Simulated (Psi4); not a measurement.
C$_{3}$H$_{9}$BO (SMILES CCCBO), singlet, geometry from GFN2-xTB; MP2/6-31G** (Psi4).

Here is a job for Psi4.
```
memory 2 GB

molecule mol {
0 1
  B    -0.485662   -0.033342    1.594286
  H    -1.219105   -0.465419    2.419144
  O     0.460728    0.854438    1.899338
  H     0.533256    1.136686    2.810944
  C    -0.623075   -0.515161    0.086629
  C     0.373940    0.106320   -0.893131
  C     0.176609   -0.406314   -2.314812
  H    -1.638969   -0.308117   -0.263141
  H    -0.523896   -1.604209    0.049433
  H     0.260427    1.191545   -0.877433
  H     1.388602   -0.119776   -0.561185
  H     0.306370   -1.486318   -2.353200
  H     0.895904    0.049089   -2.992481
  H    -0.824948   -0.171343   -2.670329
}

set basis 6-31g**
set reference rhf
set freeze_core true

energy('mp2')
print_variables()
```

What the program printed (banner, timings and long lists left out):

```
    SCF Algorithm Type (re)set to DF.

   => Loading Basis Set <=

    Name: 6-31G**
    Role: ORBITAL
    Keyword: BASIS

         ---------------------------------------------------------
                                   SCF
               by Justin Turney, Rob Parrish, Andy Simmonett
                          and Daniel G. A. Smith
                              RHF Reference
         ---------------------------------------------------------

  ==> Geometry <==

    Molecular point group: c1
    Full point group: C1

    Geometry (in Angstrom), charge = 0, multiplicity = 1:

       Center              X                  Y                   Z               Mass
    ------------   -----------------  -----------------  -----------------  -----------------
         B           -0.490148983962    -0.057288795222     1.510997555183    11.009305360000
         H           -1.223591983962    -0.489365795222     2.335855555183     1.007825032230
         O            0.456241016038     0.830491204778     1.816049555183    15.994914619570
         H            0.528769016038     1.112739204778     2.727655555183     1.007825032230
         C           -0.627561983962    -0.539107795222     0.003340555183    12.000000000000
         C            0.369453016038     0.082373204778    -0.976419444817    12.000000000000
         C            0.172122016038    -0.430260795222    -2.398100444817    12.000000000000
         H           -1.643455983962    -0.332063795222    -0.346429444817     1.007825032230
         H           -0.528382983962    -1.628155795222    -0.033855444817     1.007825032230
         H            0.255940016038     1.167598204778    -0.960721444817     1.007825032230
         H            1.384115016038    -0.143722795222    -0.644473444817     1.007825032230
         H            0.301883016038    -1.510264795222    -2.436488444817     1.007825032230
         H            0.891417016038     0.025142204778    -3.075769444817     1.007825032230
         H           -0.829434983962    -0.195289795222    -2.753617444817     1.007825032230

  Running in c1 symmetry.

  Rotational constants: A =      0.45531  B =      0.08046  C =      0.07105 [cm^-1]
  Rotational constants: A =  13649.82887  B =   2412.04549  C =   2130.13154 [MHz]
  Nuclear repulsion =  168.012037932881071

  Charge       = 0
  Multiplicity = 1
  Electrons    = 40
  Nalpha       = 20
  Nbeta        = 20

  ==> Algorithm <==

  SCF Algorithm Type is DF.
  DIIS enabled.
[...]
  @DF-RHF Final Energy:  -218.45832290053445
    Total Energy =                       -218.4583229005344549
[...]

  //>>>>>>>>>>>>>>>>>>>>>>>>>>>>>>>>>>>//
  //               DFMP2               //
  //<<<<<<<<<<<<<<<<<<<<<<<<<<<<<<<<<<<//

   => Loading Basis Set <=

    Name: (6-31G** AUX)
    Role: RIFIT
    Keyword: DF_BASIS_MP2

	 --------------------------------------------------------
	                          DF-MP2
	      2nd-Order Density-Fitted Moller-Plesset Theory

	        Rob Parrish, Justin Turney, Andy Simmonett,
	           Ed Hohenstein, and C. David Sherrill
	 --------------------------------------------------------

   => Auxiliary Basis Set <=

  Basis Set: (6-31G** AUX)
    Blend: CC-PVDZ-RI
    Number of shells: 144
    Number of basis functions: 406
    Number of Cartesian functions: 465
    Spherical Harmonics?: true
    Max angular momentum: 3

	 --------------------------------------------------------
	                 NBF =   120, NAUX =   406
	 --------------------------------------------------------
	   CLASS    FOCC     OCC    AOCC    AVIR     VIR    FVIR
	   PAIRS       5      20      15     100     100       0
	 --------------------------------------------------------

	-----------------------------------------------------------
	 ==================> DF-MP2 Energies <====================
	-----------------------------------------------------------
	 Reference Energy          =    -218.4583229005344549 [Eh]
	 Singles Energy            =      -0.0000000000000000 [Eh]
	 Same-Spin Energy          =      -0.1625898816157987 [Eh]
	 Opposite-Spin Energy      =      -0.5417400180920366 [Eh]
	 Correlation Energy        =      -0.7043298997078353 [Eh]
	 Total Energy              =    -219.1626528002422845 [Eh]
	-----------------------------------------------------------
	 ================> DF-SCS-MP2 Energies <==================
	-----------------------------------------------------------
	 SCS Same-Spin Scale       =       0.3333333333333333 [-]
	 SCS Opposite-Spin Scale   =       1.2000000000000000 [-]
	 SCS Same-Spin Energy      =      -0.0541966272052662 [Eh]
	 SCS Opposite-Spin Energy  =      -0.6500880217104440 [Eh]
	 SCS Correlation Energy    =      -0.7042846489157102 [Eh]
	 SCS Total Energy          =    -219.1626075494501720 [Eh]
	-----------------------------------------------------------

  Variable Map:
  ----------------------------------------------------------------------------
[...]
  Array Variable Map:
  ----------------------------------------------------------------------------
[...]
[...]
```
